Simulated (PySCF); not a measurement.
## SnCl₄ + SiCl₂ → SnCl₂ + SiCl₄

Level: PBE0 in the def2-TZVP basis family, computed in PySCF with density fitting; scalar-relativistic core potentials for atoms from Rb on, none lighter, no spin–orbit coupling; open shells unrestricted.

| species | state and structure | E (Eh) | ZPE (kJ/mol) | H(298 K) − H(0) (kJ/mol) | S° (J/(mol K)) |
| --- | --- | --- | --- | --- | --- |
| SnCl₄ | singlet, Td, Sn–Cl 2.289 Å (×4) | -2054.74425 | 12.8 | 22.5 | 367.3 |
| SiCl₂ | singlet, C2v, Si–Cl 2.078 Å (×2); Cl–Si–Cl 101.4° | -1209.57210 | 7.4 | 12.5 | 281.6 |
| SnCl₂ | singlet, C2v, Sn–Cl 2.363 Å (×2); Cl–Sn–Cl 98.6° | -1134.54929 | 4.9 | 13.6 | 305.7 |
| SiCl₄ | singlet, Td, Si–Cl 2.022 Å (×4) | -2129.84957 | 19.4 | 19.5 | 331.3 |

(1) What is the electronic reaction energy?

(2) Add zero-point, thermal and entropy terms for 298.15 K and 1 bar.

Results:

(1) At PBE0/def2-TZVP, ΔE = -216.6 kJ/mol from the differences of the total energies times 2625.5, downhill. The heavier tin gives up the higher oxidation state, the inert-pair effect.

(2) ΔZPE = 4.1 and Δ[H(298) − H(0)] = -1.9 kJ/mol give ΔH° = -214.4 kJ/mol. ΔS° = -11.9 J/(mol K), so ΔG° = -214.4 − 298.15 × (-0.0119) = -211 kJ/mol.

Each species is the lowest minimum found with this bonding; other isomers or fragments can lie lower.
